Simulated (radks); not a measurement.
Dipole-allowed excitations along the series with 68 electrons in [Xe] 4f14. All-electron calculation, scalar-relativistic Kohn-Sham, LDA (Slater exchange, VWN5 correlation), spin-unpolarised, spherical densities, finite nucleus; Fermi nuclear charge, rms radius of each element as measured or else 0.836 A^(1/3) + 0.57 fm. Program: a radial shooting solver on a logarithmic mesh with Libxc functionals. Time-dependent linear response with the Hartree and adiabatic LDA kernel, continuum included through the Sternheimer equations, no spin-orbit coupling, so fine structure and intercombination lines are absent. Lines are the poles of the dipole polarisability below minus the highest occupied eigenvalue, found on a grid refined at the orbital gaps; the lowest seven at most are given, and weak or close lines can be missed. The first line takes the name of the lowest orbital gap if no other gap lies below it; otherwise a line is named after a gap within 0.6 % of it, if that gap stands alone.

species  -e(HOMO) (eV)  lowest orbital gap (eV)      first line (eV)       f  strongest line (eV)  its f  static alpha (bohr^3)
Re7+            138.79             4f-5d 49.044  50.300 (unassigned)  0.0177  59.765 (unassigned)   5.44                  1.686
Os8+            162.69             5p-5d 53.174  59.906 (unassigned)    1.14  66.887 (unassigned)   4.60                  1.418
Ir9+            187.90             5p-5d 57.259       66.836 (5p-5d)    3.43            the first   3.43                  1.209
